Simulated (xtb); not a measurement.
Zn(Et)(SH) (C₂H₆SZn), SMILES [Zn]([CH2]C)[SH]. All values are semi-empirical tight-binding results from xtb (GFN2-xTB unless named), good for trends rather than for accurate numbers. Geometry optimised at GFN2-xTB. The isomer is the one that the SMILES or the coordinates give; other isomers of the formula were not compared. Other conformers were not sampled.

Optimised geometry:

Bonds (Å): Zn1–C2 2.045, Zn1–S9 2.302, C2–C3 1.523, C2–H4 1.088, C2–H5 1.087, C3–H6 1.090, C3–H7 1.090, C3–H8 1.092, S9–H10 1.321. Angles (°): C2–Zn1–S9 145.9, Zn1–C2–C3 106.5, Zn1–C2–H4 110.6, Zn1–C2–H5 111.8, C3–C2–H4 110.1, C3–C2–H5 110.1, H4–C2–H5 107.7, C2–C3–H6 111.5, C2–C3–H7 111.5, C2–C3–H8 109.9, H6–C3–H7 108.4, H6–C3–H8 107.7, H7–C3–H8 107.7, Zn1–S9–H10 99.0.
Charge 0, spin multiplicity 1.

For metal compounds this method's bond lengths and energies can be far off.

Question: Estimate the properties. (An estimate is asked for; the answer gives what the named calculation found.)

Answer: 
| Quantity | Value |
|---|---|
| orbital gap | 3.11 eV |
| zero-point energy | 44.5 kcal/mol |
| G − E(el) at 298.15 K (modified RRHO) | 23.8 kcal/mol |

Question: Give the atomic charges and the Wiberg bond orders between heavy atoms. (The exact figures need the calculation; the answer reports its results.)

Answer: charges (e) Zn1 0.28, C2 -0.13, C3 -0.10, H4 0.05, H5 0.05, H6 0.04, H7 0.05, H8 0.05, S9 -0.46, H10 0.17. Bond orders Zn1–C2 0.73, C2–C3 1.02, Zn1–S9 0.75.
